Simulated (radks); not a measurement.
All-electron atom: Kr35+ in 1s1.

Calculated with a radial shooting solver on a logarithmic mesh with Libxc functionals: non-relativistic Kohn-Sham, PBE, spin-polarised, spherical densities, point nucleus; open shells are filled with parallel spins first.

Energy parts (eV):
| part | energy |
|---|---|
| total | -17626.738 |
| kinetic | 17626.572 |
| electron-nucleus | -35259.529 |
| Hartree | 305.956 |
| exchange-correlation | -299.737 |

Orbitals (lengths in bohr, moments of r in powers of bohr; r(max) is where P^2 peaks):
orbital,occ.,eigenvalue (eV),<r^4>,r(max)
1s up,1,-17403.09,0.00001348,0.02776
2s up,0,-4268.359,0.001769,0.1462
2p up,0,-4250.274,0.001046,0.1121

The highest occupied level is 1s up at -17403.1 eV. For comparison, the ionisation energy in NIST's Atomic Spectra Database is 17936.2 eV (theoretical). In exact Kohn-Sham theory the highest level is minus the ionisation energy, but local and semilocal functionals leave it too shallow, through self-interaction and a potential that decays too fast; potentials with the right tail come closer. The density falls to 0.001 e/bohr^3 at r = 0.23 bohr. Virial ratio -V/T = 2.00001. Summed over all electrons, <r^2> = 0.002320 bohr^2, which gives a Langevin (diamagnetic) susceptibility term of -0.00184 x 10^-6 cm^3/mol. Spin moment in Bohr magnetons: 1. The spin density at the nucleus is 14868 e/bohr^3 (1s 14868), a Fermi contact field of 7.8e+05 T. The electron density at the nucleus is 1.487e+04 e/bohr^3.
